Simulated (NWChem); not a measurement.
Molecule: CH5Cl2FSi2; SMILES F[Si@@H](C)[SiH](Cl)Cl

```xyz
11

C     -0.7639    -2.7165    -0.5621
Si     0.6067    -1.4950    -0.2487
F      1.0558    -1.5770     1.3178
Si    -0.1321     0.7032    -0.6139
Cl     1.2982     2.0505     0.0254
Cl    -1.8737     0.9637     0.4798
H     -1.0315    -2.7328    -1.6308
H     -0.4510    -3.7316    -0.2719
H     -1.6613    -2.4477     0.0155
H      1.8141    -1.7795    -1.0787
H     -0.4506     1.0273    -2.0325
```
Atoms are numbered in this order, from 1.

Program: NWChem. Structure relaxed at the PBE0/def2-SVP level. B3LYP is NWChem's, with the RPA form of VWN correlation.

Question: Order these by “highest occupied level (eV)”, lowest first: BLYP/def2-TZVP; Hartree-Fock/def2-TZVP; TPSSh/def2-TZVP.

Answer: Hartree-Fock/def2-TZVP (-11.02), TPSSh/def2-TZVP (-7.53), BLYP/def2-TZVP (-6.77)
